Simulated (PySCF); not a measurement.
Compound: C6H7N.
SMILES: `C=CC/C=C\C#N`

Torsions of this conformer, `[CH2:1]=[CH:2][CH2:3]/[CH:4]=[CH:5]\[C:6]#[N:7]`: C1–C2–C3–C4 113°, C2–C3–C4–C5 116°.

The closed-shell ground state was solved at several levels (PySCF, density fitting, gas phase, non-relativistic). One conformer (not necessarily the lowest) at the GFN2-xTB geometry, without solvent, vibrations or thermal averaging.

```tsv
level	basis functions	HOMO (eV)	LUMO (eV)	gap (eV)	dipole (D)
CAM-B3LYP/def2-SVPD	196	-9.18	-0.45	8.73	4.15
PBE0/pcSseg-1	154	-7.87	-1.54	6.33	4.09
```

Problem. Estimate the row for PBE0/def2-SVPD, a basis of 196 functions; the other rows only guide the guess.

Solution. HOMO -7.88 eV, LUMO -1.58 eV, gap 6.30 eV, dipole 4.11 D.

Problem. Over all these levels, which gives the widest orbital gap and which the narrowest?

Solution. CAM-B3LYP/def2-SVPD (range-separated hybrid) has the widest, 8.73 eV, and PBE0/def2-SVPD (global hybrid, 25 % exact exchange) the narrowest, 6.30 eV. The two share the basis. From the narrowest to the widest the HOMO moves by -1.30 eV and the LUMO by +1.13 eV.

Problem. How far do the dipole and the HOMO energy spread over the levels?

Solution. The dipole runs from 4.09 to 4.15 D (mean 4.12 D) and the HOMO from -9.18 to -7.87 eV.
